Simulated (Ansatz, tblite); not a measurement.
Adding an electron: Be2Br2⁺. The state is a doublet with charge 1. Geometry: PBE-D4/def2-TZVP. Ansatz, gas phase; energy differences of separate SCF runs; the reduced species is a singlet (the triplet lies 0.63 eV higher at PBE0-D4/def2-TZVP).

Cartesian coordinates in Å:
```
Be -0.170 0.802 0.315
Be 0.446 -2.167 -0.843
Br 0.760 2.464 0.185
Br -1.036 -1.099 0.343
```

The xTB rows come from tblite. The structure comes from a short search, and lower isomers may exist.

```csv
level,−HOMO (eV),−LUMO (eV),vertical EA (eV),HOMO–LUMO gap (eV)
PBE-D4/def2-TZVP,10.76,8.53,6.37,2.23
r2SCAN-D4/def2-TZVP,11.03,7.93,6.15,3.10
PBE0-D4/def2-TZVP,11.81,7.73,6.30,4.08
```

(1) Estimate the rows for GFN1-xTB, GFN2-xTB.

Answers

(1) 
| level | −HOMO (eV) | −LUMO (eV) | vertical EA (eV) | HOMO–LUMO gap (eV) |
| --- | --- | --- | --- | --- |
| GFN1-xTB | – | – | 11.29 | – |
| GFN2-xTB | – | – | 11.92 | – |

  HOMO and LUMO are the levels of the spin that leaves or enters (xTB has no such levels and no spin-polarisation term). Other spin states of the ions may lie lower, which would lower the ionisation energy or raise the affinity. Raw xTB energy differences between charge states are shifted by several eV; the methods need an empirical correction for them.
